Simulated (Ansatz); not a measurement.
Program: Ansatz 0.2.0.

A structure relaxed at PBE0-D4/def2-TZVP, charge 0, multiplicity 1:

```xyz
11

Cl   -0.100   -2.772   -1.330
Si    0.029   -1.822    0.486
O     0.691   -0.333    0.298
C     0.198    0.658   -0.520
C    -0.016    1.983    0.030
O    -1.104    1.100   -0.267
H    -1.339   -1.756    1.037
H     0.968   -2.561    1.349
H     0.441    0.509   -1.570
H     0.054    2.863   -0.603
H     0.177    2.130    1.089
```

(1) Give its formula and SMILES.

(2) Summarise the bond lengths by kind.

## Answers

(1) C2H5ClO2Si, `Cl[SiH2]OC1CO1`.

(2) 1 × Cl–Si 2.053 Å; 1 × O–Si 1.641 Å; 2 × H–Si 1.474 to 1.476 Å; 3 × C–O 1.376 to 1.433 Å; 1 × C–C 1.451 Å; 3 × C–H 1.086 to 1.088 Å.
